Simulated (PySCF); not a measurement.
SMILES C(Br)B (CH4BBr), PBE0/def2-SVP optimised geometry.

```
7

B      0.89    -0.32     0.00
C     -0.67    -0.32     0.00
Br    -1.56     1.40     0.00
H      1.56     0.68     0.00
H      1.43    -1.40     0.00
H     -1.03    -0.88     0.88
H     -1.03    -0.88    -0.88
```

Density from PBE0/def2-TZVP in PySCF at that geometry.

Minimum of the electron density along straight lines between bonded atoms, close to the bond critical point (lines longer than 1.1 times the sum of covalent radii, or with two minima, are not listed):

```csv
bond,length / Å,ρ at the minimum / e bohr⁻³,∇²ρ there / e bohr⁻⁵,position (fraction from the first atom)
B1–C2,1.555,0.190,-0.23,0.33
C2–Br3,1.942,0.151,-0.15,0.44
B1–H4,1.206,0.185,-0.42,0.44
B1–H5,1.211,0.181,-0.40,0.44
C2–H6,1.104,0.268,-0.89,0.65
C2–H7,1.104,0.268,-0.89,0.65
```
